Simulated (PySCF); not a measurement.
**Assigning NMR signals**

Geometry:
| atom | x (Å) | y (Å) | z (Å) |
| --- | --- | --- | --- |
| Si1 | 1.304 | -0.877 | 0.528 |
| C2 | 1.548 | -1.371 | 2.309 |
| H3 | 1.688 | -2.460 | 2.396 |
| H4 | 0.668 | -1.099 | 2.911 |
| H5 | 2.430 | -0.875 | 2.743 |
| C6 | 2.739 | -1.379 | -0.551 |
| H7 | 3.675 | -0.923 | -0.192 |
| H8 | 2.580 | -1.044 | -1.588 |
| H9 | 2.867 | -2.472 | -0.558 |
| O10 | 1.152 | 0.769 | 0.397 |
| Si11 | 0.304 | 2.110 | 0.917 |
| C12 | -0.969 | 1.589 | 2.193 |
| C13 | -0.528 | 2.881 | -0.574 |
| C14 | 1.533 | 3.309 | 1.664 |
| H15 | -1.600 | 2.440 | 2.497 |
| H16 | -0.483 | 1.193 | 3.098 |
| H17 | -1.628 | 0.803 | 1.793 |
| H18 | -1.265 | 2.197 | -1.023 |
| H19 | -1.056 | 3.808 | -0.299 |
| H20 | 0.215 | 3.131 | -1.347 |
| H21 | 2.042 | 2.858 | 2.530 |
| H22 | 2.303 | 3.589 | 0.927 |
| H23 | 1.036 | 4.231 | 2.005 |
| O24 | -0.094 | -1.600 | 0.007 |
| Si25 | -1.169 | -1.589 | -1.275 |
| C26 | -2.741 | -0.736 | -0.712 |
| C27 | -1.523 | -3.371 | -1.726 |
| C28 | -0.409 | -0.675 | -2.727 |
| H29 | -3.515 | -0.767 | -1.496 |
| H30 | -2.555 | 0.320 | -0.465 |
| H31 | -3.148 | -1.226 | 0.186 |
| H32 | -1.944 | -3.915 | -0.867 |
| H33 | -2.244 | -3.435 | -2.557 |
| H34 | -0.601 | -3.887 | -2.034 |
| H35 | -0.108 | 0.344 | -2.437 |
| H36 | 0.485 | -1.200 | -3.100 |
| H37 | -1.124 | -0.595 | -3.561 |

One computed conformer, no solvent model, one averaged value for each set of equivalent atoms, non-relativistic Hamiltonian. σ from GIAO-PBE0/pcSseg-1; coordinates at the PBE0-D3(BJ)/def2-SVP level; PySCF 2.14.

Scale: ¹³C (σref 184.41) and ¹H (σref 31.27) vs TMS (reference shieldings calculated alike).

Problem. Assign these signals to the numbered atoms. ¹³C{¹H} NMR (computed): δ 2.4 (CH3), 1.7 (CH3).

Solution. 
2.4 → C12/C13/C14/C26/C27/C28, carbon bonded to Si, 3 H
1.7 → C2/C6, carbon bonded to Si, 3 H

C12/C13/C14/C26/C27/C28 and C2/C6 lie closer than the usual error of such a calculation, so a measured spectrum could show them in the other order.

Problem. Assign these signals to the numbered atoms. ¹H NMR (400 MHz, computed): δ 0.17 (s, 18H), 0.05 (s, 6H).

Solution. 
```tsv
δ (ppm)	atoms	environment	reason
0.17	H15/H16/H17/H18/H19/H20/H21/H22/H23/H29/H30/H31/H32/H33/H34/H35/H36/H37	hydrogen on a carbon bonded to Si	–
0.05	H3/H4/H5/H7/H8/H9	hydrogen on a carbon bonded to Si	–
```

Shifts are as computed. Against solution values, carbons near 30 ppm lie about +2 ppm off and those near 130 ppm about +5 ppm (rms about the fit 1.9 ppm; single classes can miss by 10 ppm). Of 1328 compounds with measured shifts, 309 miss one by over three times the rms of a fit or turn the order of signals round; such compounds aren't used in these exercises. Signals without a measured value on file couldn't be tested in this way; 1H shifts scatter by 0.2 ppm about their fit, and single ones miss by 0.5 ppm. No couplings were computed; multiplicities are counted from neighbouring protons, with m where these are inequivalent, close in shift, in a saturated or five-membered ring or joined by F or P, and br s for small geminal =CH2 splittings.
